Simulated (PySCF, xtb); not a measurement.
C₄H₄F₂, SMILES FC1=CC[C@H]1F.

Geometry optimised at PBE-D3(BJ)/def2-SVP. The structure was generated by enumeration; whether it is a known compound was not checked.

Computed with PySCF with IEF-PCM-PBE0/def2-SVP.

The values are the electrostatic part of the solvation free energy, E(continuum) − E(gas) at the gas-phase geometry, in a cavity of scaled van der Waals radii (PySCF's table); cavitation and dispersion terms are not included. In vacuum the orbital gap is 7.51 eV. The dipole moment in vacuum is 2.20 D.

Problem. Estimate the values in water (ε = 78.36), benzene (ε = 2.27), N,N-dimethylformamide (ε = 37.22). (The exact figures need the calculation; the answer reports its results.)

Solution. 
| solvent | ε | ΔG(elec) (kcal/mol) | dipole (D) | gap (eV) |
|---|---|---|---|---|
| water | 78.36 | -2.9 | 2.75 | 7.52 |
| benzene | 2.27 | -1.3 | 2.44 | 7.51 |
| N,N-dimethylformamide | 37.22 | -2.9 | 2.74 | 7.52 |

For comparison, GFN2-xTB/ALPB(water) (xtb, at the GFN2-xTB geometry, all terms of that model) gives -3.0 kcal/mol.
